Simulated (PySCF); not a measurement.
C₅H₇FN (doublet state).
Geometry (GFN2-xTB, Å), atoms numbered from 1 in this order:
```
atom  x, y, z in Å
C1     2.006    0.449   -0.282
C2     1.010   -0.636   -0.336
C3    -0.413   -0.379   -0.610
F4    -1.005   -1.499   -1.160
C5    -1.201   -0.030    0.692
C6    -2.519    0.460    0.387
N7    -3.555    0.863    0.120
H8     2.808    0.273   -1.006
H9     2.490    0.495    0.698
H10    1.554    1.415   -0.497
H11    1.305   -1.647   -0.116
H12   -0.550    0.435   -1.338
H13   -0.653    0.735    1.245
H14   -1.280   -0.934    1.301
```

The hyperfine couplings belong to this conformer and change with its torsions.

Identity: `C[CH][C@@H](F)CC#N` [radical].

Theory: UKS B3LYP, pcH-1 on C F H N, non-relativistic, mean-field spin-orbit, GIAO in PySCF 2.14.0. Isolated species at its GFN2-xTB geometry (one conformer only). A GFN2-xTB geometry isn't a minimum of the functional, and hyperfine couplings can be far from their values at a DFT geometry. The SCF solution wasn't tested for stability.

(1) Break the g tensor into its mass correction, gauge correction and orbital-Zeeman/spin–orbit terms.

(2) What effective moment and Curie constant follow for a powder?

(3) What are the electron Larmor frequencies g μB B/h along the three axes at 350 mT?

(4) In a frozen sample, at which fields do the three g values resonate at 9.5, 34, 94 and 263 GHz (hyperfine left aside), and which band first spreads them over more than twice a line width of 0.3 mT?

Answers

(1) 
```
                    Δg (ppm)     1     2     3
relativistic mass correction  -148  -148  -148
            gauge correction     8    31    34
   orbital Zeeman/spin–orbit   -66   408   578
                       total  -205   292   464
```

So g = 2.00211, 2.00261, 2.00278 and g_iso = 2.00250; the tensor is rhombic: the two nearest values differ by 26 % of g3 − g1. Axes: g3 points within 9° of the C2–C3 bond.

(2) With the mean of g² = 4.0100 and S(S+1) = 0.75: μ_eff = √(⟨g²⟩S(S+1)) = 1.734 μB and χT = 0.12505·⟨g²⟩·S(S+1) = 0.376 cm³ K/mol (cgs; spin-Hamiltonian part alone).

(3) 9.8077, 9.8102, 9.8110 GHz for g1, g2 and g3, a range of 3.3 MHz.

(4) 
| band | GHz | B(g3) mT | B(g2) mT | B(g1) mT | spread mT |
| --- | --- | --- | --- | --- | --- |
| X | 9.5 | 338.91 | 338.93 | 339.02 | 0.11 |
| Q | 34.0 | 1212.92 | 1213.03 | 1213.33 | 0.41 |
| W | 94.0 | 3353.38 | 3353.67 | 3354.50 | 1.12 |
| J | 263.0 | 9382.32 | 9383.13 | 9385.46 | 3.14 |

The spread grows in proportion to the frequency. W band is the first where it exceeds 0.6 mT.

The largest Mulliken spin populations are on C2 (+1.02), C1 (-0.08) and C3 (-0.07). C2 is the only atom above +0.15. The angles at C2 add up to 359.9°, so it is planar; its axial dipolar tensor and the negative coupling of its proton fit spin in a p orbital normal to that plane.

The HOMO–LUMO gaps are 6.48 eV among the α and 6.84 eV among the β orbitals.
